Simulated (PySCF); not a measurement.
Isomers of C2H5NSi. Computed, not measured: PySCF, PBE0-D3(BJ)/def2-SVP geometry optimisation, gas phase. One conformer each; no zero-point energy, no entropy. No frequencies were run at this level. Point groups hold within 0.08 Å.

Question: Order them by energy at this level, lowest first, and give relative energies in kcal/mol.
A. `[CH:1]#[C:2][SiH2:3][NH2:4]` with C2–Si3–N4–H -70° and 69°
B. `C[SiH2]C#N`

Answer: B (0.0), A (24.2).

As drawn, the lower has a C≡N group, which the higher lacks; the higher has a C≡C bond and an N–H bond, which the lower lacks.

```json
{"SMILES": "C[SiH2]C#N", "E (Eh)": "-422.98821", "E rel (kcal/mol)": "0.0", "dipole (D)": "3.82", "point group": "Cs", "A, B, C (MHz)": "14380, 3313, 2831"}
{"SMILES": "C#C[SiH2]N", "E (Eh)": "-422.94971", "E rel (kcal/mol)": "24.2", "dipole (D)": "1.57", "point group": "Cs", "A, B, C (MHz)": "16873, 3199, 2823"}
```
